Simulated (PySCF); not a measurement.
**How the method moves the HOMO and LUMO of `FBC#CC#C[SiH3]`**

C4H4BFSi.
Structure used (PBE0-D3(BJ)/def2-SVP), in Å, numbered top down from 1:
```
atom  x, y, z in Å
F1     4.4284    0.1751    1.6196
B2     3.8198    0.3601    0.4625
C3     2.3096    0.1924    0.3542
C4     1.1008    0.0572    0.1873
C5    -0.2415   -0.1006    0.0008
C6    -1.4463   -0.2476   -0.1756
Si7   -3.2487   -0.4743   -0.4413
H8     4.4916    0.6577   -0.4954
H9    -3.6173   -1.8684   -0.0635
H10   -3.5677   -0.2355   -1.8777
H11   -3.9883    0.4981    0.4127
```

Basis pcSseg-1 throughout (PySCF), one geometry. Geometry: PBE0-D3(BJ)/def2-SVP; no solvent, vibrations or thermal averaging.

Q: How do the orbital energies, the gap and the dipole change with the method?

A: 
```json
{"method": "B97-D", "kind": "GGA", "HOMO (eV)": "-6.65", "LUMO (eV)": "-3.34", "gap (eV)": "3.31", "μ (D)": "2.02", "SCF cycles": "17"}
{"method": "KT3", "kind": "GGA", "HOMO (eV)": "-6.70", "LUMO (eV)": "-3.40", "gap (eV)": "3.30", "μ (D)": "2.06", "SCF cycles": "18"}
{"method": "PBE", "kind": "GGA", "HOMO (eV)": "-6.72", "LUMO (eV)": "-3.47", "gap (eV)": "3.24", "μ (D)": "2.03", "SCF cycles": "17"}
{"method": "BP86", "kind": "GGA", "HOMO (eV)": "-6.82", "LUMO (eV)": "-3.56", "gap (eV)": "3.26", "μ (D)": "2.03", "SCF cycles": "17"}
{"method": "LDA", "kind": "LDA", "HOMO (eV)": "-6.91", "LUMO (eV)": "-3.73", "gap (eV)": "3.18", "μ (D)": "2.23", "SCF cycles": "17"}
{"method": "B3LYP", "kind": "global hybrid", "HOMO (eV)": "-7.55", "LUMO (eV)": "-2.82", "gap (eV)": "4.73", "μ (D)": "2.01", "SCF cycles": "14"}
{"method": "CAM-B3LYP", "kind": "range-separated hybrid", "HOMO (eV)": "-8.98", "LUMO (eV)": "-1.59", "gap (eV)": "7.40", "μ (D)": "1.91", "SCF cycles": "15"}
{"method": "LC-wPBE", "kind": "range-separated hybrid", "HOMO (eV)": "-10.32", "LUMO (eV)": "-0.54", "gap (eV)": "9.78", "μ (D)": "1.72", "SCF cycles": "16"}
```

The HOMO spans 3.67 eV, from B97-D down to LC-wPBE, and the gap runs from 3.18 eV (LDA) to 9.78 eV (LC-wPBE). The dipole ranges from 1.72 D (LC-wPBE) to 2.23 D (LDA). This basis has no diffuse functions.
